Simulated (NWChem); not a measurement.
All runs are NWChem calculations. System: Cl$_{2}$Hg, charge 0, spin multiplicity 1, at a geometry optimised with PBE0/def2-SVP with def2 effective core potentials on Hg. The structure started from a generated list of species. Level: EOM-CCSD/def2-SVPD with def2 effective core potentials on Hg, 14 core orbitals frozen.

Part of the output:

```
             Northwest Computational Chemistry Package (NWChem) 7.3.0
             --------------------------------------------------------

                                NWChem Input Module
                                -------------------

 Scaling coordinates for geometry "geometry" by  1.889725989
 (inverse scale =  0.529177249)

 Turning off AUTOSYM since
 SYMMETRY directive was detected!

                             Geometry "geometry" -> ""
                             -------------------------

 Output coordinates in angstroms (scale by  1.889725989 to convert to a.u.)

  No.       Tag          Charge          X              Y              Z
 ---- ---------------- ---------- -------------- -------------- --------------
    1 Hg                  80.0000     0.00000000     0.00000000     0.00000000
    2 Cl                  17.0000     0.00000000     0.00000000     2.28228400
    3 Cl                  17.0000     0.00000000     0.00000000    -2.28228400

 Effective nuclear repulsion energy (a.u.)     664.1716060576

            Nuclear Dipole moment (a.u.)
            ----------------------------
        X                 Y               Z
 ---------------- ---------------- ----------------
     0.0000000000     0.0000000000     0.0000000000

      Symmetry information
      --------------------

 Group name             D2h
 Group number             26
 Group order               8
 No. of unique centers     2

      Symmetry unique atoms

     1    2


 Summary of "ao basis" -> "" (spherical)
 ------------------------------------------------------------------------------
       Tag                 Description            Shells   Functions and Types
 ---------------- ------------------------------  ------  ---------------------
 *                         def2-svpd                  on all atoms

 Summary of "ao basis" -> "ao basis" (spherical)
 ------------------------------------------------------------------------------
       Tag                 Description            Shells   Functions and Types
 ---------------- ------------------------------  ------  ---------------------
 Hg                        def2-svpd                13       35   6s4p2d1f
 Cl                        def2-svpd                11       27   5s4p2d

                                 NWChem SCF Module
                                 -----------------

  ao basis        = "ao basis"
  functions       =    89
  atoms           =     3
  closed shells   =    27
  open shells     =     0
  charge          =   0.00
  wavefunction    = RHF
  use symmetry    = T
  symmetry adapt  = T

 Summary of "ao basis" -> "ao basis" (spherical)
 ------------------------------------------------------------------------------
       Tag                 Description            Shells   Functions and Types
 ---------------- ------------------------------  ------  ---------------------
 Hg                        def2-svpd                13       35   6s4p2d1f
 Cl                        def2-svpd                11       27   5s4p2d

      Symmetry analysis of basis
      --------------------------

        ag         23
        au          3
        b1g         4
        b1u        19
        b2g         8
        b2u        12
        b3g         8
        b3u        12

 Forming initial guess at       0.1s

      Superposition of Atomic Density Guess
      -------------------------------------

 Sum of atomic energies:       -1092.80348217

      Non-variational initial energy
      ------------------------------

 Total energy =   -1071.525234
 1-e energy   =   -1921.195686
 2-e energy   =     658.499396
 HOMO         =      -0.412343
 LUMO         =      -0.071241

      Symmetry analysis of molecular orbitals - initial
      -------------------------------------------------

 !! scf_movecs_sym_adapt:   54 vectors were symmetry contaminated

  Symmetry fudging

 !! scf_movecs_sym_adapt:   42 vectors were symmetry contaminated

  Numbering of irreducible representations:

     1 ag          2 au          3 b1g         4 b1u         5 b2g
     6 b2u         7 b3g         8 b3u

  Orbital symmetries:

     1 b1u         2 ag          3 ag          4 b1u         5 ag
[...]
 EOMCCSD SOLVER TYPE  1
  maxdiff =   0.50218914148552718

 No. of initial right vectors    1

 EOM-CCSD right-hand side iterations
 --------------------------------------------------------------
      Residuum       Omega / hartree  Omega / eV    Cpu    Wall
 --------------------------------------------------------------

 Iteration   1 using    1 trial vectors
   0.5992564786725   0.3668308691510    9.98198     4.9     4.9

 Iteration   2 using    2 trial vectors
   0.1356808210926   0.2378268861995    6.47160     2.4     2.4

 Iteration   3 using    3 trial vectors
   0.0653477346252   0.2287988359898    6.22594     2.3     2.3

 Iteration   4 using    4 trial vectors
   0.0292636909128   0.2256631763718    6.14061     2.3     2.3

 Iteration   5 using    5 trial vectors
   0.0115331344168   0.2246017965300    6.11173     2.3     2.3

 Iteration   6 using    6 trial vectors
   0.0045328751993   0.2244223129053    6.10684     2.3     2.3

 Iteration   7 using    7 trial vectors
   0.0018933714582   0.2243923347150    6.10603     2.4     2.4

 Iteration   8 using    8 trial vectors
   0.0008160569336   0.2243970199161    6.10616     2.5     2.5

 Iteration   9 using    9 trial vectors
   0.0004710992891   0.2243956361158    6.10612     2.5     2.5

 Iteration  10 using   10 trial vectors
   0.0002390563189   0.2243930589523    6.10605     2.3     2.3

 Iteration  11 using   11 trial vectors
   0.0001052414508   0.2243952234882    6.10611     2.4     2.4

 Iteration  12 using   12 trial vectors
   0.0000422736535   0.2243954066853    6.10611     2.4     2.4

 Iteration  13 using   13 trial vectors
   0.0000166024803   0.2243956153200    6.10612     2.4     2.4

 Iteration  14 using   14 trial vectors
   0.0000066286255   0.2243958177488    6.10612     2.3     2.3
 --------------------------------------------------------------
 Iterations converged
 ------------------

 Excited state root  1
 Excitation energy / hartree =        0.224395817748816
                   / eV      =        6.106123479946432
 largest EOMCCSD amplitudes: R1 and R2

 Singles contributions
    28ag  (alpha) ---    25b2u (alpha)        0.8918519172
    32ag  (alpha) ---    25b2u (alpha)       -0.1162963821
    38ag  (alpha) ---    25b2u (alpha)       -0.1480280140

 Doubles contributions
    28ag  (alpha)    28ag  (beta ) ---    23b1u (alpha)    27b3g (beta )        0.1108370025
    28ag  (alpha)    28ag  (beta ) ---    27b3g (alpha)    23b1u (beta )        0.1108370025

 =========================================
 Excited-state calculation ( b3g symmetry)
 =========================================
 Dim. of EOMCC iter. space      500

 EOMCCSD SOLVER TYPE  1
  maxdiff =   0.47836890214187694

 No. of initial right vectors    1

 EOM-CCSD right-hand side iterations
 --------------------------------------------------------------
      Residuum       Omega / hartree  Omega / eV    Cpu    Wall
 --------------------------------------------------------------

 Iteration   1 using    1 trial vectors
   0.6059747470303   0.3415172288471    9.29316     3.3     3.3

 Iteration   2 using    2 trial vectors
   0.1335507764961   0.2117759401423    5.76272     2.3     2.3

 Iteration   3 using    3 trial vectors
   0.0625178474840   0.2030229145903    5.52454     2.3     2.3

 Iteration   4 using    4 trial vectors
   0.0285349288465   0.1999856703528    5.44189     2.3     2.3

 Iteration   5 using    5 trial vectors
   0.0116952779155   0.1989250564771    5.41303     2.2     2.2

 Iteration   6 using    6 trial vectors
   0.0051077218747   0.1987569278059    5.40845     2.3     2.3

 Iteration   7 using    7 trial vectors
   0.0023939107583   0.1987272906263    5.40765     2.3     2.3

 Iteration   8 using    8 trial vectors
   0.0011255507769   0.1987466498446    5.40817     2.3     2.3

 Iteration   9 using    9 trial vectors
   0.0005325038204   0.1987480834319    5.40821     2.3     2.3

 Iteration  10 using   10 trial vectors
   0.0002116747676   0.1987458645305    5.40815     2.3     2.3

 Iteration  11 using   11 trial vectors
   0.0000979740745   0.1987476558217    5.40820     2.3     2.3

 Iteration  12 using   12 trial vectors
   0.0000561619683   0.1987473139804    5.40819     2.2     2.2

 Iteration  13 using   13 trial vectors
   0.0000283408360   0.1987473418490    5.40819     2.2     2.2

 Iteration  14 using   14 trial vectors
   0.0000111614623   0.1987474410177    5.40820     2.2     2.2

 Iteration  15 using   15 trial vectors
   0.0000039254698   0.1987473623847    5.40819     2.2     2.2
 --------------------------------------------------------------
 Iterations converged
 ------------------

 Excited state root  1
 Excitation energy / hartree =        0.198747362384722
                   / eV      =        5.408193201680914
 largest EOMCCSD amplitudes: R1 and R2

 Singles contributions
    28ag  (alpha) ---    27b3g (alpha)       -0.8960624441
    32ag  (alpha) ---    27b3g (alpha)        0.1201408308
    38ag  (alpha) ---    27b3g (alpha)        0.1509207903

 Doubles contributions

 =========================================
 Excited-state calculation ( b3u symmetry)
 =========================================
 Dim. of EOMCC iter. space      500

 EOMCCSD SOLVER TYPE  1
  maxdiff =   0.50218914148553551

 No. of initial right vectors    1

 EOM-CCSD right-hand side iterations
 --------------------------------------------------------------
      Residuum       Omega / hartree  Omega / eV    Cpu    Wall
 --------------------------------------------------------------

 Iteration   1 using    1 trial vectors
   0.5992564786725   0.3668308691511    9.98198     3.1     3.1

 Iteration   2 using    2 trial vectors
   0.1356808210926   0.2378268861995    6.47160     2.2     2.2

 Iteration   3 using    3 trial vectors
   0.0653477346252   0.2287988359898    6.22594     2.5     2.5

 Iteration   4 using    4 trial vectors
   0.0292636909128   0.2256631763718    6.14061     2.8     2.8

 Iteration   5 using    5 trial vectors
   0.0115331344168   0.2246017965300    6.11173     2.8     2.8

 Iteration   6 using    6 trial vectors
   0.0045328751993   0.2244223129053    6.10684     2.4     2.4

 Iteration   7 using    7 trial vectors
   0.0018933714582   0.2243923347150    6.10603     2.3     2.3

 Iteration   8 using    8 trial vectors
   0.0008160569336   0.2243970199161    6.10616     2.3     2.3

 Iteration   9 using    9 trial vectors
   0.0004710992891   0.2243956361158    6.10612     2.3     2.3

 Iteration  10 using   10 trial vectors
   0.0002390563189   0.2243930589523    6.10605     2.6     2.6

 Iteration  11 using   11 trial vectors
   0.0001052414508   0.2243952234882    6.10611     2.7     2.7

 Iteration  12 using   12 trial vectors
   0.0000422736535   0.2243954066853    6.10611     2.5     2.5

 Iteration  13 using   13 trial vectors
   0.0000166024803   0.2243956153200    6.10612     2.6     2.6

 Iteration  14 using   14 trial vectors
   0.0000066286255   0.2243958177488    6.10612     2.7     2.7
 --------------------------------------------------------------
 Iterations converged
 ------------------

 Excited state root  1
 Excitation energy / hartree =        0.224395817748824
                   / eV      =        6.106123479946651
 largest EOMCCSD amplitudes: R1 and R2

 Singles contributions
    28ag  (alpha) ---    24b3u (alpha)        0.8918519172
    32ag  (alpha) ---    24b3u (alpha)       -0.1162963821
    38ag  (alpha) ---    24b3u (alpha)       -0.1480280140

 Doubles contributions
    28ag  (alpha)    28ag  (beta ) ---    23b1u (alpha)    26b2g (beta )        0.1108370025
    28ag  (alpha)    28ag  (beta ) ---    26b2g (alpha)    23b1u (beta )        0.1108370025

 Task  times  cpu:      404.9s     wall:      404.9s

 Total times  cpu:      405.0s     wall:      405.0s
```

**Question.** Write an NWChem input that would produce this output.

**Answer.** Several could match; the one computed here: 
```
start mol
memory heap 100 mb stack 700 mb global 1900 mb
geometry units angstroms nocenter noautoz
  Hg     0.000000     0.000000     0.000000
  Cl     0.000000     0.000000     2.282284
  Cl     0.000000     0.000000    -2.282284
  symmetry group D2h
end
basis spherical
  * library def2-svpd
end
ecp
  Hg library def2-ecp
end
scf
  rhf
  nopen 0
  maxiter 100
  thresh 1e-7
  semidirect memsize 60000000 filesize 0
end
tce
  freeze core 14
  ccsd
  nroots 1
  2eorb
  2emet 13
  thresh 1e-5
  maxiter 200
  tilesize 24
end
task tce energy
```
